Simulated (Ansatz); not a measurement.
Geometry optimisation, RKS PBE/def2-SVP (Ansatz 0.2.0).

Input:

```yaml
crystal:
  periodic: [false, false, false]
  atoms:
    - { symbol: Si, position_ang: [-0.195781, 1.6076, -0.132396] }
    - { symbol: Cl, position_ang: [-0.13662, -0.971278, -2.396235] }
    - { symbol: H, position_ang: [0.47671, 2.006405, -1.404423] }
    - { symbol: H, position_ang: [-1.504894, 0.913932, -0.278182] }
    - { symbol: Cl, position_ang: [-0.493954, 3.370933, 0.942122] }
    - { symbol: H, position_ang: [0.389134, -1.680157, 1.054613] }
    - { symbol: O, position_ang: [0.779023, 0.534995, 0.819206] }
    - { symbol: H, position_ang: [-0.041413, -1.734786, -1.323611] }
    - { symbol: O, position_ang: [-0.009809, -2.529486, 0.787968] }
    - { symbol: H, position_ang: [1.690672, 0.860901, 0.94111] }
    - { symbol: H, position_ang: [-0.952968, -2.379057, 0.989728] }
basis:
  gaussian: { orbitals: def2-SVP }
hamiltonian:
  xc: pbe
relax:
  f_tol: 0.03
  max_steps: 50
output:
  orbitals: {}
```

Command:

```bash
$ ansatz run input.yaml --threads 2 --pin off --max-ram 3072MiB --backend cpu --events-out ev --progress --plain --runs-dir out
```

Question: Where does it end, and by what steps?

Answer: It converged. After 10 steps the energy has fallen by 0.306 eV; H6 moved furthest, 0.47 Å.

```csv
step,energy less start (eV),largest force component (eV/Å),accepted
0,0.0000,0.692,yes
1,-0.1256,0.729,yes
2,-0.2443,0.440,yes
3,-0.2929,0.267,yes
4,-0.2993,0.252,yes
5,-0.3039,0.069,yes
6,-0.2816,0.604,no
7,-0.3051,0.038,yes
8,-0.3055,0.039,yes
9,-0.3055,0.017,no
10,-0.3057,0.011,yes
```

```xyz
11
Properties=species:S:1:pos:R:3
Si -0.205 1.527 -0.110
Cl -0.203 -1.163 -2.223
H 0.522 1.881 -1.364
H -1.544 0.901 -0.273
Cl -0.427 3.298 0.972
H 0.358 -1.288 0.799
O 0.675 0.438 0.854
H -0.055 -1.780 -1.006
O 0.097 -2.202 0.502
H 1.603 0.686 1.022
H -0.819 -2.298 0.826
```

Run time: 8.6 s on 2 threads of AMD EPYC 9R45 96-Core Processor (Zen 5), with other jobs on the host, peak memory 0.17 GiB.
